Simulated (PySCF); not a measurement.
F3Si, SMILES F[Si](F)F, multiplicity 2. Atoms are numbered in the order given.

```xyz
4

F      1.2964     0.7485    -0.1952
Si     0.0000     0.0000     0.3764
F     -1.2964     0.7485    -0.1952
F      0.0000    -1.4970    -0.1952
```
Charge 0, spin multiplicity 2.

Coordinates come from a PBE-D3(BJ)/def2-TZVP optimisation. The isomer is the one that the SMILES or the coordinates give; other isomers of the formula were not compared.

Calculation: B3LYP/pcH-1 (PySCF).

Unrestricted Kohn–Sham, ⟨S²⟩ = 0.751. Hyperfine tensors hold the contact and dipolar terms, without spin-orbit corrections.

Computed hyperfine couplings:
```csv
nucleus,A(iso) (MHz),A(iso) (G),dipolar principal values (MHz)
19F no. 1,370.2,132.1,"-158.5, -150.5, 309.0"
29Si no. 2,-1423.3,-507.9,"-119.2, 59.6, 59.6"
19F no. 3,370.2,132.1,"-158.5, -150.5, 309.0"
19F no. 4,370.2,132.1,"-158.5, -150.5, 309.0"
```

Q: And the g tensor (effective nuclear charges for spin-orbit coupling, GIAO)? (An estimate is asked for; the answer gives what the named calculation found.)

A: principal values 2.0001, 2.0001, 2.0016; isotropic 2.0006.
